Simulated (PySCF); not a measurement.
## Correlation energy of Sn⁺ (tin, charge +1)

[Kr] 4d10 5s2 5p1, 2P determinant. Computed with PySCF 2.14 in cc-pVTZ-PP with ECP28MDF, with a scalar-relativistic core potential. Frozen: 4s2 4p6 4d10; 3 electrons correlated.

MP2 pair energies summed by pair of shells (mhartree):

| pair | energy | share (%) |
| --- | --- | --- |
| 5s-5s | -18.20 | 56.6 |
| 5s-5p | -13.96 | 43.4 |

Total MP2 correlation energy: -32.15 mhartree.

Same-spin part -2.21 and opposite-spin part -29.95 mhartree; SCS-MP2 scales them by 1/3 and 6/5 to -36.67 mhartree.

| level | correlation energy (mhartree) |
| --- | --- |
| CCSD | -44.05 |
| (T) | -0.66 |
| CCSD(T) | -44.71 |

Diagnostics: T1 = 0.010, D1 = 0.0239, largest double amplitude 0.093.

Cost of the coupled-cluster step: 0.27 s of wall time on 1 thread of AMD EPYC 7B13 (shared host), for 3 correlated electrons.

Iterations:

```
CC2 = 0
CCSD nocc = (np.int64(2), np.int64(1)), nmo = (30, 30)
frozen orbitals [[0, 1, 2, 3, 4, 5, 6, 7, 8], [0, 1, 2, 3, 4, 5, 6, 7, 8]]
max_cycle = 100
direct = 0
conv_tol = 1e-08
conv_tol_normt = 1e-06
diis_space = 8
diis_start_cycle = 0
Init t2, MP2 energy = -0.0321540623720582
Init E_corr(UCCSD) = -0.0321540623721763
cycle = 1  E_corr(UCCSD) = -0.039927960775649  dE = -0.0077738984  norm(t1,t2) = 0.0465264
cycle = 2  E_corr(UCCSD) = -0.0423951381887151  dE = -0.00246717741  norm(t1,t2) = 0.0191038
cycle = 3  E_corr(UCCSD) = -0.0440591535666953  dE = -0.00166401538  norm(t1,t2) = 0.00864677
cycle = 4  E_corr(UCCSD) = -0.0440458466486211  dE = 1.33069181e-05  norm(t1,t2) = 0.00104995
cycle = 5  E_corr(UCCSD) = -0.0440557278399566  dE = -9.88119134e-06  norm(t1,t2) = 0.000132505
cycle = 6  E_corr(UCCSD) = -0.0440532374126753  dE = 2.49042728e-06  norm(t1,t2) = 2.15954e-05
cycle = 7  E_corr(UCCSD) = -0.0440542963899558  dE = -1.05897728e-06  norm(t1,t2) = 5.23087e-06
cycle = 8  E_corr(UCCSD) = -0.0440539970491458  dE = 2.9934081e-07  norm(t1,t2) = 1.43479e-06
cycle = 9  E_corr(UCCSD) = -0.0440540352632434  dE = -3.82140975e-08  norm(t1,t2) = 2.54368e-07
cycle = 10  E_corr(UCCSD) = -0.0440540393174875  dE = -4.05424407e-09  norm(t1,t2) = 4.65283e-08
UCCSD converged
E(UCCSD) = -213.1323103166418  E_corr = -0.04405403931748746
UCCSD(T) correction = -0.000663914453870148
```
